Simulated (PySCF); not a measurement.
H₂Cl₂Si (SMILES Cl[SiH2]Cl), singlet, at a GFN2-xTB geometry; HF/def2-SVP (PySCF).

Input for PySCF:
```python
from pyscf import gto, scf

mol = gto.M(
    atom='''
Si   -0.02936543   -0.75380550    0.03346055
Cl    1.65605635    0.34030246    0.02683298
Cl   -1.62471822    0.46414191   -0.06254134
H    -0.09164621   -1.50633088    1.27695919
H    -0.02998600   -1.61594636   -1.13836493
''',
    basis='def2-svp',
    verbose=4,
)

mf = scf.RHF(mol)
mf.conv_tol = 1e-4
mf.kernel()
```

It wrote (shortened):

```
PySCF version 2.14.0

[INPUT] verbose = 4
[INPUT] num. atoms = 5
[INPUT] num. electrons = 50
[INPUT] charge = 0
[INPUT] spin (= nelec alpha-beta = 2S) = 0
[INPUT] symmetry False subgroup None
[INPUT] Mole.unit = angstrom
[INPUT] Symbol           X                Y                Z      unit          X                Y                Z       unit  Magmom
[INPUT]  1 Si    -0.029365430000  -0.753805500000   0.033460550000 AA   -0.055492620230  -1.424485946191   0.063231275477 Bohr   0.0
[INPUT]  2 Cl     1.656056350000   0.340302460000   0.026832980000 AA    3.129492948347   0.643078448916   0.050706983306 Bohr   0.0
[INPUT]  3 Cl    -1.624718220000   0.464141910000  -0.062541340000 AA   -3.070272465391   0.877101092833  -0.118186004063 Bohr   0.0
[INPUT]  4 H     -0.091646210000  -1.506330880000   1.276959190000 AA   -0.173186237254  -2.846552816175   2.413103141346 Bohr   0.0
[INPUT]  5 H     -0.029986000000  -1.615946360000  -1.138364930000 AA   -0.056665327571  -3.053696052388  -2.151197947510 Bohr   0.0

nuclear repulsion = 195.022327561021
number of shells = 30
number of NR pGTOs = 122
number of NR cGTOs = 64
basis = def2-svp
ecp = {}

******** <class 'pyscf.scf.hf.RHF'> ********
method = RHF
initial guess = minao
damping factor = 0
level_shift factor = 0
DIIS = <class 'pyscf.scf.diis.CDIIS'>
diis_start_cycle = 1
diis_space = 8
diis_damp = 0
SCF conv_tol = 0.0001
SCF conv_tol_grad = None
SCF max_cycles = 50
direct_scf = True
direct_scf_tol = 1e-13
Set gradient conv threshold to 0.01
Initial guess from minao.
init E= -1208.98294469864
  HOMO = -0.357822389074972  LUMO = 0.106040232771448  gap/eV = 12.62234
cycle= 1 E= -1208.76339295263  delta_E= 0.22  |g|= 0.367  |ddm|= 2.05
  HOMO = -0.456863247746047  LUMO = 0.114135904189192  gap/eV = 15.53768
cycle= 2 E= -1208.80345620381  delta_E= -0.0401  |g|= 0.155  |ddm|= 0.622
  HOMO = -0.452230812932207  LUMO = 0.153443089511873  gap/eV = 16.48123
cycle= 3 E= -1208.81087227182  delta_E= -0.00742  |g|= 0.0243  |ddm|= 0.202
  HOMO = -0.451895117283039  LUMO = 0.156082735285052  gap/eV = 16.54392
cycle= 4 E= -1208.81119333738  delta_E= -0.000321  |g|= 0.00337  |ddm|= 0.0557
  HOMO = -0.452459444700846  LUMO = 0.15523409120847  gap/eV = 16.53618
cycle= 5 E= -1208.81120118851  delta_E= -7.85e-06  |g|= 0.000839  |ddm|= 0.00845
  HOMO = -0.452466839630277  LUMO = 0.155301488687338  gap/eV = 16.53822
Extra cycle  E= -1208.81120168453  delta_E= -4.96e-07  |g|= 0.000356  |ddm|= 0.00168
converged SCF energy = -1208.81120168453
```
